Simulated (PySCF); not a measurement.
C₄H₉O, multiplicity 2. Atoms are numbered in the order given.

```xyz
14

C      2.4260     0.2109    -0.2873
C      1.1919    -0.1486     0.4579
O      0.0311     0.0432    -0.2221
C     -1.1644    -0.2366     0.4855
C     -2.3454     0.0567    -0.4172
H      2.4364    -0.2686    -1.2810
H      2.5184     1.3045    -0.4599
H      3.3203    -0.1150     0.2654
H      1.1381    -0.0431     1.5514
H     -1.2069     0.3839     1.4031
H     -1.1656    -1.2953     0.8084
H     -3.2909    -0.1499     0.1076
H     -2.3048    -0.5684    -1.3224
H     -2.3420     1.1124    -0.7293
```
Charge 0, spin multiplicity 2.

Geometry optimised at B3LYP-D3(BJ)/def2-SVP. The isomer is the one that the SMILES or the coordinates give; other isomers of the formula were not compared. One conformer was computed; it need not be the lowest.

All values below come from TDA-PBE/def2-SVPD in PySCF 2.14.0.

Vertical excitations. Isolated molecule, no solvent.

Q: Give excitation energies, oscillator strengths and character. (An estimate is asked for; the answer gives what the named calculation found.)

A: 
```tsv
state	energy (eV)	λ (nm)	f	main pairs
root 1	3.54	350	0.006	α HOMO→LUMO 100 %
root 2	3.94	315	0.002	α HOMO→LUMO+1 100 %
root 3	4.20	295	0.012	α HOMO→LUMO+2 100 %
root 4	4.82	257	0.031	α HOMO→LUMO+3 97 %
root 5	5.06	245	0.005	α HOMO→LUMO+4 99 %
root 6	5.24	237	0.000	α HOMO→LUMO+5 100 %
root 7	5.51	225	0.001	α HOMO→LUMO+6 97 %
root 8	5.59	222	0.064	β HOMO→LUMO 87 %
root 9	5.84	212	0.006	α HOMO→LUMO+7 98 %
root 10	5.99	207	0.008	α HOMO→LUMO+8 97 %
```
Unrestricted roots are not spin-pure.
